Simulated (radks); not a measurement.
Li2+, configuration 1s0.75 2s0.25 (fractional occupations, a model configuration). Method: Dirac Kohn-Sham, LDA (Slater exchange, Perdew-Wang correlation), spin-unpolarised, spherical densities, finite nucleus; Fermi nuclear charge, rms radius 2.444 fm; computed with a radial shooting solver on a logarithmic mesh with Libxc functionals.

Unscreened Slater integrals over Kohn-Sham orbitals (cm^-1). Large and small components are both included.

\begin{tabular}{lr}
integral & value \\ \hline
F0(2s1/2,2s1/2) & 88808 \\
F0(2s1/2,1s1/2) & 123820 \\
G0(2s1/2,1s1/2) & 11615 \\
F0(1s1/2,1s1/2) & 404430 \\
\end{tabular}
